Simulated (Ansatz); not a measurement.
Molecule: sum formula GaHBr2, charge 0, multiplicity 1. SMILES: [Br][GaH][Br]
Structure (B3LYP-D3(BJ)/def2-TZVP (Ansatz, a program for electronic structure) minimum search):
```
Ga
H 1 1.5497
Br 1 2.2919 2 121.98
Br 1 2.2919 2 121.98 3 180.00
```

Wanted: vertical electron affinity (to the doublet state of charge -1; a negative value means that the extra electron is unbound and the number depends on the basis; each state is the SCF solution reached for its spin), in eV. Correlated levels leave the core frozen unless marked. UHF or UKS for open shells. No spin-orbit coupling. Frozen are the shells of the preceding noble gas and the d and f shells that filled before the atom's block. No relativistic terms. Anions need diffuse functions: aug- sets have them; def2-D sets add few. CBS marks a two-point X^-3 extrapolation of the correlation energy; Hartree-Fock from the larger set.

| level | program | vertical electron affinity (eV) |
|---|---|---|
| HF/aug-cc-pVQZ | Ansatz | -0.22 |
| PBE/def2-TZVPD | Ansatz | 0.35 |

Q: Predict the CCSD(T)/CBS(aug-cc-pVTZ,aug-cc-pVQZ) result (Ansatz).

A: 0.32 eV, so PBE/def2-TZVPD differs from it by 0.03 eV.
